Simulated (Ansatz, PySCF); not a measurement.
Ansatz (a program for electronic structure) was given this input:
Ansatz 0.2 input:
```yaml
crystal:
  periodic: [false, false, false]
  atoms:
    - {symbol: F, position_ang: [-1.31551725, -0.40462820, 0.01044998]}
    - {symbol: Si, position_ang: [-0.01740213, 0.44992730, 0.03735713]}
    - {symbol: F, position_ang: [1.34258723, -0.29525872, -0.06856107]}
basis:
  gaussian:
    orbitals: def2-SVPD
hamiltonian:
  xc: hf
total_charge: 1
magnetization: {spin_polarized: true, initial_magnetization: 1}
accuracy: high
```

Question: Convert this to an input for PySCF.

Answer: This is not unique; one that fits is 
```python
from pyscf import gto, scf

mol = gto.M(
    atom='''
F    -1.31551725   -0.40462820    0.01044998
Si   -0.01740213    0.44992730    0.03735713
F     1.34258723   -0.29525872   -0.06856107
''',
    basis='def2-svpd',
    charge=1,
    spin=1,
    verbose=4,
)

mf = scf.UHF(mol)
mf.kernel()
```

Both were run: Ansatz gave -487.292811 Eh and PySCF -487.292811 Eh, 0.000 mEh apart.
